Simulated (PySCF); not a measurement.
**Radial density of Tl⁺ (thallium, charge +1)**

UHF, [Xe] 4f14 5d10 6s2, closed-shell 1S. All numbers are calculated (PySCF 2.14, the spin-free X2C one-electron Hamiltonian (Gaussian nucleus), in ANO-RCC-VTZP (8s7p5d3f2g, 93 functions)).

```tsv
r (bohr)	4πr²ρ (e/bohr)
0.0190	99.62
0.0319	121.5
0.0537	151.8
0.0904	118.4
0.152	140.3
0.256	79.12
0.430	84.78
0.723	27.92
1.22	15.80
2.05	3.710
3.44	0.4766
5.79	0.01232
9.74	2.094e-05
```

Densities and radii are taken from the X2C orbitals without a picture-change correction, which distorts them close to the nucleus.

Spin-orbit coupling, which splits the p, d and f shells strongly at this Z, is absent.
